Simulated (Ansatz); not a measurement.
`B[NH][GeH3]`, relaxed with RKS PBE0-D4/def2-TZVP in Ansatz from a PBE-D4/def2-SVP geometry. The force threshold is 0.005 eV/Å; the program also tests the step.

Total charge 0; spin multiplicity 1.

Start:

```xyz
9

B     1.397   -0.016   -0.799
N     0.600   -0.017    0.357
Ge   -1.273    0.019    0.423
H     0.860    0.019   -1.894
H     2.611   -0.049   -0.684
H     1.074   -0.047    1.266
H    -1.792   -1.310    1.034
H    -1.757    0.199   -1.030
H    -1.719    1.200    1.326
```

Question: How much energy does the relaxation release, and in how many steps? (Estimate.)

Answer: The calculation gave: 0.66 kcal/mol, in 8 steps.

Question: Which bonds change most? (Best estimate.)

Answer: Ansatz gave: N2–Ge3 from 1.874 to 1.854 Å; B1–H4 from 1.220 to 1.199 Å; B1–H5 from 1.220 to 1.199 Å; N2–H6 from 1.025 to 1.010 Å.

Question: Give the relaxed structure. (An estimate is asked.)

Answer: Ansatz gave: 
```xyz
9

B     1.383    0.007   -0.788
N     0.594   -0.046    0.358
Ge   -1.257    0.015    0.418
H     0.851    0.101   -1.859
H     2.577   -0.042   -0.688
H     1.062   -0.126    1.250
H    -1.782   -1.271    1.081
H    -1.734    0.133   -1.030
H    -1.694    1.228    1.257
```
